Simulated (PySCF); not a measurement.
B(OMe)(SH)2 (CH5BOS2), SMILES COB(S)S. Atoms are numbered in the order given.

```xyz
10

B      0.1163    -0.1369     0.0000
O      1.1800     0.6946     0.0000
C      1.0541     2.0958     0.0000
H      0.5153     2.4490    -0.8952
H      0.5153     2.4490     0.8952
H      2.0628     2.5302     0.0000
S      0.3959    -1.9320     0.0000
H      1.7430    -1.8375     0.0000
S     -1.5815     0.5333     0.0000
H     -2.2118    -0.6591     0.0000
```

Geometry optimised at PBE0-D3(BJ)/def2-SVP. This is a generated structure with no PubChem entry under its InChIKey; it may be hypothetical. One conformer was computed; it need not be the lowest.

Level of theory: PBE/pcSseg-1 run with PySCF.

GIAO shieldings, no solvent; atoms listed in one row are averaged. δ = σ(ref) − σ: ¹¹B against BF3 (σ = 83.9 ppm); ¹⁷O against H2O (σ = 334.3 ppm); ¹³C against TMS (σ = 182.0 ppm); ¹H against TMS (σ = 31.49 ppm); ³³S against H2S (σ = 706.5 ppm), references at their B3LYP-D3(BJ)/def2-TZVP geometries, non-relativistic.

Q: Estimate the chemical shifts. (Estimate from the structure and the level; the computed values follow.)

A: 
```csv
nucleus,atoms,count,δ (ppm)
¹¹B,B1,1,31.0
¹⁷O,O2,1,156.0
¹³C,C3,1,58.7
¹H,"H4, H5, H6",3,4.08
¹H,H8,1,2.49
¹H,H10,1,2.24
³³S,S9,1,123.0
³³S,S7,1,121.6
```
